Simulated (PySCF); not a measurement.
This PySCF input asks for the NMR shieldings of SMILES S1C=CC[Si@@H](C)C1, C$_{5}$H$_{10}$SSi; the geometry comes from GFN2-xTB.

```python
import basis_set_exchange as bse
import numpy as np
from pyscf import gto, dft
from pyscf.prop import nmr

atoms = """
C     2.203843   -1.191787   -0.158223
Si    0.673180   -0.304440    0.523644
C    -0.916737   -0.950871   -0.296768
C    -2.100380   -0.061350   -0.082200
C    -2.116536    1.217477    0.270950
S    -0.820273    2.338924    0.620599
C     0.700737    1.530834    0.027596
H     3.112645   -0.804517    0.289165
H     2.291526   -1.081929   -1.234734
H     2.157722   -2.252584    0.062291
H     0.595121   -0.397215    1.988803
H    -1.168234   -1.949036    0.067515
H    -0.758199   -1.062696   -1.375411
H    -3.063823   -0.528658   -0.251612
H    -3.057332    1.733153    0.399019
H     1.508610    2.093997    0.488061
H     0.751132    1.682727   -1.049683
"""
names = dict.fromkeys(["C", "Si", "S", "H"], "pcSseg-1")
basis = {el: gto.basis.parse(bse.get_basis(n, elements=[el], fmt="nwchem")) for el, n in names.items()}
mol = gto.M(atom=atoms, basis=basis, charge=0, verbose=0)
mf = dft.RKS(mol, xc="PBE0")
mf.grids.level = 2
mf.grids.alignment = dft.numint.BLKSIZE   # the property module wants whole blocks of grid points
mf.conv_tol = 1e-9
mf.kernel()

calc = nmr.RKS(mf)   # GIAO
C = mf.mo_coeff
Co = C[:, mf.mo_occ > 0]
resp = mf.gen_response(singlet=True, hermi=2)
def vind(x):   # induced exchange potential for any number of trial vectors
    d = np.einsum("pi,xij,qj->xpq", C, 2 * x.reshape(-1, C.shape[1], Co.shape[1]), Co, optimize=True)
    return np.einsum("xpq,pi,qj->xij", resp(d - d.transpose(0, 2, 1)), C, Co, optimize=True).ravel()
mo1, _ = nmr.rhf.solve_mo1(calc, with_cphf=vind)
sigma = calc.kernel(mo1)
for i, s in enumerate(sigma):   # ppm
    print("%2d %-2s %9.2f" % (i, mol.atom_pure_symbol(i), np.trace(s) / 3))
```

Task: What are the results?

Result: 
```
 0 C     190.73
 1 Si    385.66
 2 C     174.24
 3 C      62.72
 4 C      55.56
 5 S     498.79
 6 C     172.34
 7 H      31.54
 8 H      31.79
 9 H      31.58
10 H      27.17
11 H      30.19
12 H      30.18
13 H      25.74
14 H      25.86
15 H      30.03
16 H      29.39
```

These numbers come from an equivalent density-fitted implementation of the same equations, which agrees with the script to about 0.01 ppm for H and up to a few tenths of a ppm for heavy atoms, so last digits may differ.

Task: Turn these shieldings into chemical shifts. Chemical shifts δ = σref − σ; 13C (σ = 186.93 ppm), 29Si (σ = 349.16 ppm), 1H (σ = 31.72 ppm) against TMS; 33S (σ = 503.73 ppm) vs CS2, all at this level.

Result: Averaging equivalent atoms: C 4: 131.4; C 3: 124.2; C 6: 14.6; C 2: 12.7; C 0: -3.8; Si 1: -36.5; S 5: 5; H 13: 5.98; H 14: 5.86; H 10: 4.54; H 16: 2.33; H 15: 1.69; H 12: 1.54; H 11: 1.53; H 7/8/9: 0.08 ppm. 

Size and cost of the density-fitted run: 183 basis functions, 57 s wall time on 1 thread of an Arm Neoverse N1, shared host; peak memory 0.84 GiB.
